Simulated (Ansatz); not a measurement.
Isolated molecules relaxed with PBE0-D4/def2-TZVP in Ansatz; ΔE leaves out vibrations. CBS: MP2 limit from def2 TZ/QZ plus the TZ coupled-cluster correction, frozen cores. This one scheme is used for every species. Functionals use def2-TZVPP. For Ge outer-core shells are correlated without core-valence functions, which leaves a few kJ/mol of doubt a bond. Scalar relativity is left out up to krypton. Each species was taken in one conformer, which may not be the lowest.

Reaction (ligand exchange at a Ge–F bond): `[F][GeH3]` + `CO[SiH2]S` → `CO[SiH2][S][GeH3]` + H–F

| level | ΔE (kJ/mol) |
| --- | --- |
| B2PLYP | 10.9 |
| HF/def2-TZVPP | 26.1 |
| SCS-MP2/def2-TZVPP | 3.6 |
| HF/def2-QZVPP | 29.1 |

What does CCSD(T)/CBS give? (Estimate.)

The calculation gave: -6.5 kJ/mol. The listed levels differ from it by 17.4, 32.6, 10.1, 35.6 kJ/mol.

Largest T1 diagnostic among the species: 0.012.

The D4 term adds −14.7 kJ/mol with B3LYP and −8.2 kJ/mol with PBE0; it sums over pairs of atoms, weighted by their polarisabilities, and B3LYP, whose exchange is more repulsive, gets the larger term. From PBE to PBE0 (25 % exact exchange), in def2-TZVPP and without D4, ΔE moves by −3.8 kJ/mol.

B3LYP here is the variant with VWN-RPA as its local correlation; programs differ in this.
